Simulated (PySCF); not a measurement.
**TDDFT excited states: C3H6BrCl**

2-bromo-1-chloropropane, C₃H₆BrCl.
Structure used (PBE0-D3(BJ)/def2-SVP), in Å, numbered top down from 1:
```
atom  x, y, z in Å
C1     1.0910   -1.3115    0.2797
C2     0.0079   -0.3408    0.6868
Br3    0.2532    1.3734   -0.2404
C4    -1.4029   -0.7982    0.3740
Cl5   -1.8106   -2.2634    1.3195
H6     1.0661   -1.4966   -0.8047
H7     0.9311   -2.2674    0.8014
H8     2.0851   -0.9274    0.5450
H9     0.0822   -0.0878    1.7536
H10   -1.5110   -1.0469   -0.6909
H11   -2.1364   -0.0269    0.6388
```

Method: TDDFT PBE0/def2-SVPD, vertical, gas phase, core orbitals frozen in the response (PySCF 2.14.0, density-fitted response routines). Relativistic effects, spin–orbit coupling among them, are left out although an element past zinc is present.

Problem. What does the calculation give for the low-lying excited states?

Solution. 

```json
{"state": "S1", "E (eV)": "6.04", "E (hartree)": "0.2220", "f": "0.0004", "|μ| (D)": "0.14", "main configurations (H = HOMO, L = LUMO)": "H→L (78%), H-1→L (20%)"}
{"state": "S2", "E (eV)": "6.08", "E (hartree)": "0.2236", "f": "0.0074", "|μ| (D)": "0.57", "main configurations (H = HOMO, L = LUMO)": "H-1→L (78%), H→L (19%)"}
{"state": "S3", "E (eV)": "6.92", "E (hartree)": "0.2543", "f": "0.0018", "|μ| (D)": "0.26", "main configurations (H = HOMO, L = LUMO)": "H-2→L (90%)"}
{"state": "S4", "E (eV)": "7.09", "E (hartree)": "0.2606", "f": "0.029", "|μ| (D)": "1.03", "main configurations (H = HOMO, L = LUMO)": "H-3→L (85%)"}
{"state": "S5", "E (eV)": "7.41", "E (hartree)": "0.2722", "f": "0.034", "|μ| (D)": "1.11", "main configurations (H = HOMO, L = LUMO)": "H→L+1 (94%)"}
{"state": "S6", "E (eV)": "7.46", "E (hartree)": "0.2740", "f": "0.048", "|μ| (D)": "1.30", "main configurations (H = HOMO, L = LUMO)": "H-1→L+1 (93%)"}
```

The lowest singlet lies at 6.04 eV (205 nm, ultraviolet) and is dark (f under 0.0005); its leading configuration is HOMO→LUMO (78%). The strongest level in the table is S6 at 7.46 eV (166 nm, f = 0.048). It is the last of those listed, so stronger ones may follow. Löwdin shares by element: HOMO bromine 81%, carbon 12% or more; LUMO bromine 51%, carbon 31% or more, chlorine 12%. Weighted by f, the mean energy of these states is 7.26 eV. Of the 6 states listed, 3 reach f = 0.01 and 1 stays under 0.0005. The listed states span 1.41 eV, and the widest gap between neighbours is 0.84 eV (S2 to S3). No computed singlet lies in the visible range (380 to 750 nm); the lowest, at 205 nm, stands 2.78 eV above its violet end (3.26 eV). Only the lowest 6 singlets were computed, as vertical energies without vibronic structure.

One conformer stands for the species.
